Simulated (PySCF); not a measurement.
PySCF input for C₂H₁₂OSi₃, SMILES [Si@@H]([SiH3])(OC)C[SiH3], TDA-CAM-B3LYP/def2-SVPD. Geometry optimised at B3LYP-D3(BJ)/def2-SVP. The structure was generated by enumeration; whether it is a known compound was not checked. Other conformers were not sampled.

```python
import numpy as np
from pyscf import gto, scf, dft, tdscf

mol = gto.M(
    atom='''
    C    -1.81690232   -2.38920417    0.90221716
    O    -1.70421252   -1.00583621    0.66246840
    Si   -0.50602973   -0.30679623   -0.27739175
    Si   -1.03304176    1.97850554   -0.35005054
    C     1.20550937   -0.60929339    0.45668246
    Si    2.62438587    0.33182715   -0.35883596
    H    -2.74592719   -2.57816907    1.46271478
    H    -0.97189704   -2.77569304    1.50316139
    H    -1.86026519   -2.97062335   -0.03887143
    H    -0.53137600   -0.91092507   -1.64953420
    H    -2.45904227    2.17969647   -0.74094231
    H    -0.80332910    2.60154200    0.98805905
    H    -0.16290015    2.67313961   -1.34630409
    H     1.42955780   -1.68985489    0.40798523
    H     1.17754694   -0.33214904    1.52541855
    H     2.64368034    0.07820666   -1.82972351
    H     2.45252375    1.79763922   -0.13889605
    H     3.93908498   -0.08464488    0.21168294
    ''',
    basis='def2-SVPD',
    charge=0,
    spin=0,
    max_memory=1600,
    verbose=4,
)
mf = dft.RKS(mol, xc='cam-b3lyp').density_fit(auxbasis='def2-universal-jkfit')
mf.grids.level = 3
mf.conv_tol = 1e-9
mf.max_cycle = 100
mf.kernel()
mf.grids = dft.Grids(mol).set(level=1).build(with_non0tab=True)  # coarser grid for the response kernel
td = tdscf.TDA(mf)
td.singlet = True
td.nstates = 6
td.conv_tol = 1e-4
td.positive_eig_threshold = 1e-6
td.kernel(x0=td.get_init_guess(mf, 11))
td.analyze()
tt = tdscf.TDA(mf)
tt.singlet = False
tt.nstates = 2
tt.conv_tol = 1e-4
tt.positive_eig_threshold = 1e-6
tt.kernel(x0=tt.get_init_guess(mf, 7))
tt.analyze(verbose=3)
```

Output:

```
PySCF version 2.14.0

[INPUT] verbose = 4
[INPUT] num. atoms = 18
[INPUT] num. electrons = 74
[INPUT] charge = 0
[INPUT] spin (= nelec alpha-beta = 2S) = 0
[INPUT] symmetry False subgroup None
[INPUT] Mole.unit = angstrom
[INPUT] Symbol           X                Y                Z      unit          X                Y                Z       unit  Magmom
[INPUT]  1 C     -1.816902320000  -2.389204170000   0.902217160000 AA   -3.433447779887  -4.514941536969   1.704943337283 Bohr   0.0
[INPUT]  2 O     -1.704212520000  -1.005836210000   0.662468400000 AA   -3.220494920855  -1.900754963071   1.251883842179 Bohr   0.0
[INPUT]  3 Si    -0.506029730000  -0.306796230000  -0.277391750000 AA   -0.956257600588  -0.579760850749  -0.524194436714 Bohr   0.0
[INPUT]  4 Si    -1.033041760000   1.978505540000  -0.350050540000 AA   -1.952166001639   3.738833606535  -0.661499650356 Bohr   0.0
[INPUT]  5 C      1.205509370000  -0.609293390000   0.456682460000 AA    2.278082549897  -1.151397636608   0.863004775293 Bohr   0.0
[INPUT]  6 Si     2.624385870000   0.331827150000  -0.358835960000 AA    4.959370539478   0.627062434195  -0.678101688045 Bohr   0.0
[INPUT]  7 H     -2.745927190000  -2.578169070000   1.462714780000 AA   -5.189050347097  -4.872033445125   2.764130332553 Bohr   0.0
[INPUT]  8 H     -0.971897040000  -2.775693040000   1.503161390000 AA   -1.836619226875  -5.245299651461   2.840563348121 Bohr   0.0
[INPUT]  9 H     -1.860265190000  -2.970623350000  -0.038871430000 AA   -3.515391728162  -5.613664550738  -0.073456356770 Bohr   0.0
[INPUT] 10 H     -0.531376000000  -0.910925070000  -1.649534200000 AA   -1.004155109167  -1.721398902300  -3.117167871104 Bohr   0.0
[INPUT] 11 H     -2.459042270000   2.179696470000  -0.740942310000 AA   -4.646916419029   4.119029362981  -1.400178040003 Bohr   0.0
[INPUT] 12 H     -0.803329100000   2.601542000000   0.988059050000 AA   -1.518071986893   4.916201881553   1.867160999398 Bohr   0.0
[INPUT] 13 H     -0.162900150000   2.673139610000  -1.346304090000 AA   -0.307836669151   5.051501755627  -2.544146010482 Bohr   0.0
[INPUT] 14 H      1.429557800000  -1.689854890000   0.407985230000 AA    2.701472721236  -3.193362932357   0.770980347568 Bohr   0.0
[INPUT] 15 H      1.177546940000  -0.332149040000   1.525418550000 AA    2.225241215420  -0.627670718137   2.882623284831 Bohr   0.0
[INPUT] 16 H      2.643680340000   0.078206660000  -1.829723510000 AA    4.995831803497   0.147789168517  -3.457676317578 Bohr   0.0
[INPUT] 17 H      2.452523750000   1.797639220000  -0.138896050000 AA    4.634598201491   3.397045796577  -0.262475494284 Bohr   0.0
[INPUT] 18 H      3.939084980000  -0.084644880000   0.211682940000 AA    7.443791793588  -0.159955641047   0.400022781843 Bohr   0.0

nuclear repulsion = 443.228709062897
number of shells = 103
number of NR pGTOs = 339
number of NR cGTOs = 231
basis = def2-SVPD
ecp = {}


******** <class 'pyscf.df.df_jk.DFRKS'> ********
method = DFRKS
initial guess = minao
damping factor = 0
level_shift factor = 0
DIIS = <class 'pyscf.scf.diis.CDIIS'>
diis_start_cycle = 1
diis_space = 8
diis_damp = 0
SCF conv_tol = 1e-09
SCF conv_tol_grad = None
SCF max_cycles = 100
direct_scf = False
XC library pyscf.dft.libxc version 7.1.2
    S. Lehtola, C. Steigemann, M. J. T. Oliveira, and M. A. L. Marques,  SoftwareX 7, 1–5 (2018)
XC functionals = cam-b3lyp
    T. Yanai, D. P. Tew, and N. C. Handy,  Chem. Phys. Lett. 393, 51 (2004)
radial grids:
    Treutler-Ahlrichs [JCP 102, 346 (1995); DOI:10.1063/1.469408] (M4) radial grids

becke partition: Becke, JCP 88, 2547 (1988); DOI:10.1063/1.454033
pruning grids: <function nwchem_prune>
grids dens level: 3
symmetrized grids: False
atomic radii adjust function: <function treutler_atomic_radii_adjust>
small_rho_cutoff = 0
Set gradient conv threshold to 3.16228e-05
Initial guess from minao.
tot grids = 217560
******** <class 'pyscf.df.df.DF'> ********
auxbasis = def2-universal-jkfit
Create RSH-DF object <pyscf.df.df.DF object> for omega=0.33
******** <class 'pyscf.df.df.DF'> ********
auxbasis = auxmol.basis = def2-universal-jkfit
init E= -1026.69868961363
  HOMO = -0.304387068007856  LUMO = -0.0250003508583392  gap/eV = 7.60250
cycle= 1 E= -1026.62488613042  delta_E= 0.0738  |g|= 0.669  |ddm|=  4.9
  HOMO = -0.222097642153619  LUMO = 0.030586796176503  gap/eV = 6.87589
cycle= 2 E= -1026.56267209865  delta_E= 0.0622  |g|= 0.908  |ddm|= 1.43
  HOMO = -0.339886425544569  LUMO = 0.0306034753416607  gap/eV = 10.08154
cycle= 3 E= -1026.71718734955  delta_E= -0.155  |g|= 0.0715  |ddm|= 0.765
  HOMO = -0.337270748852041  LUMO = 0.0318186282087858  gap/eV = 10.04343
cycle= 4 E= -1026.71811060459  delta_E= -0.000923  |g|= 0.0353  |ddm|= 0.133
  HOMO = -0.336715407566019  LUMO = 0.0327846130838458  gap/eV = 10.05461
cycle= 5 E= -1026.71843012378  delta_E= -0.00032  |g|= 0.00631  |ddm|= 0.0504
  HOMO = -0.337837342925042  LUMO = 0.0322908742517827  gap/eV = 10.07170
cycle= 6 E= -1026.7184420359  delta_E= -1.19e-05  |g|= 0.000974  |ddm|= 0.0137
  HOMO = -0.337616370159296  LUMO = 0.0323820725800372  gap/eV = 10.06817
cycle= 7 E= -1026.71844240211  delta_E= -3.66e-07  |g|= 0.000282  |ddm|= 0.00287
  HOMO = -0.337661895167417  LUMO = 0.0323752360470664  gap/eV = 10.06922
cycle= 8 E= -1026.71844243564  delta_E= -3.35e-08  |g|= 5.4e-05  |ddm|= 0.000815
  HOMO = -0.337661596299501  LUMO = 0.0323732918978306  gap/eV = 10.06916
cycle= 9 E= -1026.71844243701  delta_E= -1.36e-09  |g|= 1.87e-05  |ddm|= 0.000176
  HOMO = -0.337660825139328  LUMO = 0.032373841460716  gap/eV = 10.06916
cycle= 10 E= -1026.71844243713  delta_E= -1.29e-10  |g|= 5.93e-06  |ddm|= 5.38e-05
  HOMO = -0.33766148134041  LUMO = 0.0323738085519127  gap/eV = 10.06917
Extra cycle  E= -1026.71844243715  delta_E= -1.09e-11  |g|= 4.82e-06  |ddm|= 1.72e-05
converged SCF energy = -1026.71844243715
tot grids = 64440
Overwritten attributes  positive_eig_threshold  of <class 'pyscf.tdscf.rks.TDA'>


******** <class 'pyscf.tdscf.rks.TDA'> for <class 'pyscf.df.df_jk.DFRKS'> ********
nstates = 6 singlet
deg_eia_thresh = 1.000e-03
wfnsym = None
conv_tol = 0.0001
eigh lindep = 1e-12
eigh level_shift = 0
eigh max_cycle = 100


Excitation energies (eV)
[6.87299963 7.10174351 7.19556026 7.48205773 7.75234457 7.99527006]

** Singlet excitation energies and oscillator strengths **
Excited State   1:      6.87300 eV    180.39 nm  f=0.0143
      37 -> 38        0.17466
      37 -> 39        0.62603
      37 -> 40       -0.18199
Excited State   2:      7.10174 eV    174.58 nm  f=0.0158
      36 -> 39        0.65443
      36 -> 40       -0.16343
Excited State   3:      7.19556 eV    172.31 nm  f=0.0438
      37 -> 38        0.60086
      37 -> 39       -0.18119
      37 -> 41       -0.16865
      37 -> 44        0.13902
Excited State   4:      7.48206 eV    165.71 nm  f=0.0193
      36 -> 38       -0.60082
      36 -> 40        0.17560
      37 -> 38        0.13334
      37 -> 41        0.15542
Excited State   5:      7.75234 eV    159.93 nm  f=0.0112
      35 -> 39       -0.11062
      36 -> 38        0.21773
      36 -> 41        0.12929
      37 -> 38        0.18340
      37 -> 40        0.44672
      37 -> 41        0.33217
      37 -> 43        0.20258
Excited State   6:      7.99527 eV    155.07 nm  f=0.2284
      35 -> 39       -0.17152
      37 -> 39       -0.15628
      37 -> 40       -0.38937
      37 -> 41        0.32450
      37 -> 42        0.26502
      37 -> 44       -0.10371

** Transition electric dipole moments (AU) **
state          X           Y           Z        Dip. S.      Osc.
  1         0.1503     -0.1782     -0.1747      0.0849      0.0143
  2         0.2204     -0.1803     -0.0986      0.0908      0.0158
  3         0.3833      0.2395      0.2098      0.2482      0.0438
  4         0.1029     -0.1203     -0.2829      0.1051      0.0193
  5         0.0066     -0.2177      0.1063      0.0587      0.0112
  6        -0.3329      1.0241     -0.0813      1.1662      0.2284

** Transition velocity dipole moments (imaginary part, AU) **
state          X           Y           Z        Dip. S.      Osc.
  1        -0.0062     -0.0213      0.0014      0.0005      0.0013
  2         0.0463     -0.0299      0.0104      0.0031      0.0080
  3         0.0667      0.0365     -0.0079      0.0059      0.0148
  4         0.0364     -0.0201     -0.0401      0.0033      0.0081
  5         0.0228     -0.0733      0.0443      0.0078      0.0184
  6        -0.0946      0.2641     -0.0140      0.0789      0.1791

** Transition magnetic dipole moments (imaginary part, AU) **
state          X           Y           Z
  1         0.4016      0.2183      0.4513
  2         0.4044     -0.5699      0.0223
  3        -0.1824     -0.3208      0.0451
  4        -0.0049      0.4132     -0.1999
  5        -0.1116     -0.3510     -0.1914
  6        -0.4513      0.2728      1.2609


******** <class 'pyscf.tdscf.rks.TDA'> for <class 'pyscf.df.df_jk.DFRKS'> ********
nstates = 2 triplet
deg_eia_thresh = 1.000e-03
wfnsym = None
conv_tol = 0.0001
eigh lindep = 1e-12
eigh level_shift = 0
eigh max_cycle = 100


Excitation energies (eV)
[6.11518036 6.40097105]

** Triplet excitation energies and oscillator strengths **
Excited State   1:      6.11518 eV    202.75 nm  f=0.0000
Excited State   2:      6.40097 eV    193.70 nm  f=0.0000
```

Self-consistency was reached.
